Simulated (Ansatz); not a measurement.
Consider the cleavage of the Ga–B bond: `FC[B](Cl)[GaH2]` + `NB1CS1` → `[GaH2][NH]B1CS1` + `FCBCl`.

Calculated with Ansatz (gas phase, PBE0-D4/def2-TZVP geometries, no zero-point term in ΔE). CCSD(T)/CBS adds triple-zeta CCSD(T) − MP2 to the extrapolated MP2 energy (def2 sets, frozen cores). Functionals use def2-TZVPP. HSE06 is defined as in plane-wave codes. For Ga outer-core shells are correlated without core-valence functions, which leaves a few kJ/mol of doubt a bond. Scalar relativity is left out up to krypton. One conformer a species, not always the lowest.

Question: Is it downhill or uphill in electronic energy at CCSD(T)/CBS, and by how much? (Estimate.)

Answer: Ansatz gave: Downhill: ΔE = -14.8 kcal/mol.

Question: What do these levels give: r2SCAN-D4, B97M-V, PBE0-D4, HSE06-D4, BHLYP-D4, CAM-B3LYP-D4, ωB97M-V, r2SCAN0, HF/def2-SVP, CCSD/def2-TZVPP, HF/CBS(def2), CCSD/CBS(def2)? (Best estimate.)

Answer: The calculation gave: r2SCAN-D4 -13.8, B97M-V -13.9, PBE0-D4 -12.3, HSE06-D4 -12.4, BHLYP-D4 -14.9, CAM-B3LYP-D4 -14.5, ωB97M-V -13.8, r2SCAN0 -13.9, HF/def2-SVP -16.3, CCSD/def2-TZVPP -15.5, HF/CBS(def2) -17.1, CCSD/CBS(def2) -14.7 kcal/mol.

Largest T1 diagnostic among the species: 0.014.

From PBE to PBE0 (25 % exact exchange), in def2-TZVPP and without D4, ΔE moves by −0.8 kcal/mol. Leaving LDA and LC-ωPBE aside and taking each functional with its dispersion term where it has one, the values, not all of them listed here, spread over 3.7 kcal/mol, from B2PLYP to PBE-D4. At CCSD(T), def2-SVP lies −1.4 kcal/mol from the extrapolated value and def2-TZVPP −0.8 kcal/mol.
